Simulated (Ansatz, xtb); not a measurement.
**Redistribution: CBr2Cl2 + CH2ClF → CBrCl2F + CH2BrCl**

Species: CBr2Cl2 (dibromodichloromethane) `ClC(Cl)(Br)Br`, singlet; CH2ClF (chlorofluoromethane) `FCCl`, singlet; CBrCl2F (bromodichlorofluoromethane) `FC(Cl)(Cl)Br`, singlet; CH2BrCl (bromochloromethane) `ClCBr`, singlet. The partners trade Br for F; both sit on C, so the bond types are kept.

Shapes, held fixed at every level: PBE0-D4/def2-TZVP. Programs: Ansatz 0.2.0, xtb 6.7.1. The zero-point and thermal change to 298 K, harmonic and unscaled (PBE0-D4/def2-TZVP), is -0.7 kJ/mol.

**What was measured.** Tabulated heats of formation (Active Thermochemical Tables): CBr2Cl2 +3.4; CH2ClF -263.7; CBrCl2F -240.0; CH2BrCl -44.7 kJ/mol, which give ΔH(298 K) = -24.4 kJ/mol.

```
               level                   kind  ΔH (kJ/mol)  computed − measured
            GFN2-xTB         semi-empirical        -13.9                +10.5
         HF/def2-SVP           Hartree–Fock        -35.3                -10.9
   PBE-D4/def2-TZVPP                    GGA        -28.7                 -4.3
r2SCAN-D4/def2-TZVPP               meta-GGA        -33.8                 -9.4
 BHLYP-D4/def2-TZVPP          global hybrid        -27.7                 -3.3
       CCSD/def2-SVP  coupled cluster or CI        -30.0                 -5.6
     CCSD/def2-TZVPP  coupled cluster or CI        -27.5                 -3.1
  CCSD(T)/def2-TZVPP  coupled cluster or CI        -25.9                 -1.5
```

Nearest: CCSD(T)/def2-TZVPP (-1.5); farthest: HF/def2-SVP (-10.9). 6 of 8 levels lie within 10 kJ/mol. Relativity is left out for Br unless named. Correlated rows may include outer-core shells of Br, which these sets cover unevenly.
